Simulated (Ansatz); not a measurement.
Molecule: CsI, net charge -1, doublet state. 
Geometry from a B3LYP-D3(BJ)/def2-TZVP (Ansatz, a quantum-chemistry and plane-wave program) optimisation:
```
Cs
I 1 3.6081
```
Charge -1, spin multiplicity 2.

Basis-set convergence of Hartree-Fock and CCSD(T) correlation energies (hartree) with Ansatz. Correlated levels leave the core frozen unless marked. UHF or UKS for open shells. No spin-orbit coupling. Frozen are the shells of the preceding noble gas and the d and f shells that filled before the atom's block. The outer core of K, Ca and their heavier congeners is not correlated, a term that matters for these elements. Past Kr the def2 sets carry scalar-relativistic core potentials. This anion needs diffuse functions, which these sets lack.

```json
[
 {"basis": "def2-SVP", "functions": "50", "E(HF)": "-316.62270", "E(corr, CCSD(T))": "-0.11078"},
 {"basis": "def2-TZVPP", "functions": "86", "E(HF)": "-316.63240", "E(corr, CCSD(T))": "-0.16480"},
 {"basis": "def2-QZVPP", "functions": "144", "E(HF)": "…", "E(corr, CCSD(T))": "…"}
]
```

### Question
Fill in the missing entries.

### Answer

- def2-QZVPP, E(HF): -316.63494
- def2-QZVPP, E(corr, CCSD(T)): -0.18910
